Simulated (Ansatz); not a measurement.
Input for Ansatz (a program for electronic structure): U-BHLYP/def2-TZVPP on GeCl, 2S+1 = 2, a spin state set in the input, which need not be the lowest, a point of a bond scan (R = 2.182 Å).

Ansatz 0.2 input:
```yaml
crystal:
  periodic: [false, false, false]
  atoms:
    - {symbol: Cl, position_ang: [0.00000000, 0.00000000, 0.00000000]}
    - {symbol: Ge, position_ang: [0.00000000, 0.00000000, 2.18207800]}
basis:
  gaussian:
    orbitals: def2-TZVPP
    pivot_positions_ang: [[0.00000000, 0.00000000, 0.00000000], [0.00000000, 0.00000000, 2.18207800]]
hamiltonian:
  xc: {name: BHLYP}
magnetization: {spin_polarized: true, initial_magnetization: 1}
output: {forces: true, orbitals: {seedname: ./end}}
```

The head of its log:

```
WARN ansatz: RAYON_NUM_THREADS=2 ignored (pool sized by the plan → 2); use --threads N
Functional definition: BHLYP
integrals: 0.03 GiB planned
615 factors; integrals over basis functions are off by at most 4.6e-4 eV
mean field: 0.42 GiB planned
mean field evaluation 1: about -69040.0997 eV, gradient 1.1e1 eV
mean field evaluation 2: about -69040.0819 eV, gradient 1.2e1 eV
```

Q: Give the final energy of this run.

A: -2537.2020 hartree.
